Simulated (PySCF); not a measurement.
H2O, SMILES [OH2+], charge +1, multiplicity 2. Atoms are numbered in the order given.

```xyz
3

O      0.0000     0.0000    -0.1159
H      0.0000     0.8204     0.4634
H      0.0000    -0.8204     0.4634
```
Charge +1, spin multiplicity 2.

Coordinates come from a PBE0-D3(BJ)/def2-TZVPD optimisation.

The numbers are results of PySCF 2.14.0 with TDA-PBE/def2-TZVPD, not measurements.

Vertical excitations. The molecule is in vacuum.

Computed lowest excited states:
```csv
state,energy (eV),λ (nm),f,main pairs
root 1,2.44,508,0.001,β HOMO→LUMO 100 %
root 2,6.42,193,0.000,β HOMO−1→LUMO 100 %
root 3,11.80,105,0.003,"α HOMO→LUMO 32 %, β HOMO→LUMO+1 67 %"
root 4,12.99,95,0.081,"α HOMO→LUMO 66 %, β HOMO→LUMO+1 32 %"
root 5,13.00,95,0.015,α HOMO−1→LUMO 98 %
root 6,13.55,92,0.003,"α HOMO→LUMO+1 30 %, β HOMO→LUMO+2 65 %"
root 7,15.02,83,0.047,"α HOMO→LUMO+1 59 %, β HOMO→LUMO+2 32 %, β HOMO−1→LUMO+1 7 %"
root 8,15.03,82,0.000,α HOMO−1→LUMO+1 100 %
root 9,15.62,79,0.005,"α HOMO−2→LUMO 42 %, α HOMO→LUMO+1 8 %, β HOMO−1→LUMO+1 49 %"
root 10,16.92,73,0.000,"α HOMO−2→LUMO+1 24 %, α HOMO→LUMO+3 7 %, β HOMO→LUMO+3 34 %, β HOMO−1→LUMO+2 25 %"
```
Unrestricted roots are not spin-pure.
